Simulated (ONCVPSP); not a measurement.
# Ranking ONCV potentials for phosphorus (P)

All share these settings but for the change named:

ONCVPSP 4.0.1 input, shortened (lines: element, Z, core and valence counts, functional; n l f; lmax; l rc ep ncon nbas qcut; lloc lpopt rc5 dvloc0; l nproj debl; icmod fcfact rcfact), Wu-Cohen, non-relativistic:

```
  P 15.00    1    4  -118130      upf
    1    0    2.00
    2    0    2.00
    2    1    6.00
    3    0    2.00
    3    1    2.75
    1
    0    1.00    0.00    3    7    9.90
    1    0.75    0.00    4    7   14.20
    4    3    0.75    0.00
    0    2    0.60
    1    2    2.70
    3    3.50    1.25
```

Test errors are all-electron minus pseudo excitation energies from the reference, over 2s2 2p6 3s2 3p3; 2s2 2p6 3s2 3p2; 2s2 2p6 3s2 3p1; 2s1 2p6 3s2 3p3. None of these files shows a bound ghost.

The base gives 476.2 meV.

Of 5 variants that were run, those that failed, showed a ghost or another fault, or gave nearly equal values are left out.

A variant can come out equal or close to the base, since the largest error may sit in a test that the change hardly touches while other tests move.

Rank these variants by their largest absolute test error, smallest first.
A. s: rc 1.44
B. s: rc 1.12
C. s: rc 0.82
D. s: rc 1.32

A (67.5 meV), D (201.9 meV), B (405.4 meV), C (481.6 meV).
